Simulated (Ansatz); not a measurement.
Relaxation of ClH₁₀N₃SiZr (16 atoms, charge 0, multiplicity 1), to a largest force component of 0.03 eV/Å in at most 50 steps.

The calculation used RHF/def2-SVP (Ansatz 0.2.0).

```xyz
16
Properties=species:S:1:pos:R:3:forces:R:3
Zr -0.588 -0.122 -0.586 1.10 0.15 -1.32
Cl 0.168 2.017 2.369 -1.20 -0.68 0.41
N 1.256 -0.529 0.205 0.00 -0.02 -0.02
H 1.788 -1.365 0.020 -0.02 0.08 0.04
H 1.785 0.052 0.834 -0.01 -0.07 -0.04
N -0.986 1.763 -1.280 0.01 0.03 0.03
H -1.622 1.979 -2.032 0.02 0.00 0.02
H -0.600 2.632 -0.949 -0.02 -0.04 -0.01
N -1.115 -1.564 -1.933 0.06 0.06 0.10
H -1.797 -1.494 -2.666 -0.08 0.04 -0.08
H -0.752 -2.502 -1.951 0.04 -0.06 0.01
Si -2.358 -0.494 1.372 -1.18 -0.49 1.11
H -3.631 -1.171 0.973 -0.01 0.04 0.00
H -1.832 -1.319 2.511 0.00 0.03 -0.03
H -2.805 0.772 2.044 0.01 0.02 0.04
H -0.932 1.345 2.682 1.29 0.93 -0.26
```

Where does it end, and by what steps?

The forces met the threshold. The force dipped under the threshold on the way, but the program's further checks kept it going. After 17 steps the energy has fallen by 0.307 eV; H14 moved furthest, 0.93 Å.

```tsv
step	energy less start (eV)	largest force component (eV/Å)	accepted
0	0.0000	1.317	yes
1	-0.0658	1.069	yes
2	-0.0872	1.304	yes
3	-0.1246	0.701	yes
4	-0.1915	1.183	yes
5	-0.2344	0.644	yes
6	-0.2551	0.241	yes
7	-0.2775	0.074	yes
8	-0.2825	0.065	yes
9	-0.2703	0.751	no
10	-0.2900	0.020	yes
11	-0.2948	0.110	yes
12	-0.2941	0.211	no
13	-0.2995	0.037	yes
14	-0.3025	0.035	yes
15	-0.3036	0.080	yes
16	-0.3047	0.110	yes
17	-0.3067	0.005	yes
```

```xyz
16
Properties=species:S:1:pos:R:3
Zr -0.598 -0.238 -0.650
Cl 0.232 2.671 2.252
N 1.223 -0.517 0.224
H 1.732 -1.383 0.289
H 1.758 0.190 0.700
N -0.999 1.670 -1.249
H -1.572 1.961 -2.024
H -0.663 2.498 -0.785
N -1.042 -1.642 -2.064
H -1.755 -1.562 -2.770
H -0.611 -2.545 -2.170
Si -2.455 -0.705 1.452
H -3.892 -0.629 1.042
H -2.304 -2.029 2.132
H -2.333 0.300 2.565
H -0.742 1.961 2.669
```

Whether the end is a true minimum wasn't checked by a vibrational analysis.

Time of the run: 44 s on 4 threads of Arm Neoverse V2, on a shared host, peak memory 0.48 GiB.
